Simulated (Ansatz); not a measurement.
Reactions of C₃H₅BO (`O=C1CBC1`).

Computed with Ansatz on PBE0-D4/def2-TZVP structures; ΔE is electronic, products minus reactants. CCSD(T)/CBS is the MP2 limit (def2-TZVPP, def2-QZVPP) plus CCSD(T) − MP2 in def2-TZVPP, frozen cores. This one scheme is used for every species, atoms too. DFT in def2-TZVPP. No spin–orbit coupling; open shells (•) take unrestricted orbitals. Spin–orbit coupling would lower the free atoms: a little for B, C, O. One conformer a species, not always the lowest.

```tsv
reaction	revPBE-D4 (eV)	HF/CBS(def2) (eV)	CCSD(T)/CBS(def2) (eV)
`O=C1CBC1` → `OCC1=CB1`	0.74	0.50	0.59
`O=C1CBC1` → `BC1OC1=C`	1.51	1.65	1.60
`O=C1CBC1` → `BC1=CCO1`	1.29	1.38	1.27
`O=C1CBC1` → `OCB1C=C1`	0.68	0.46	0.51
`O=C1CBC1` → `C=C1CBO1`	-0.85	-0.94	-1.01
`O=C1CBC1` → `OC1BC=C1`	0.69	0.74	0.55
`O=C1CBC1` → B• + 3 C• + 5 H• + O•	44.03	32.08	43.49
`O=C1CBC1` → `C#CBCO`	1.05	0.73	0.76
`O=C1CBC1` → `CC#CBO`	-1.08	-1.52	-1.43
```

Largest T1 diagnostic: 0.014, for `O=C1CBC1`.
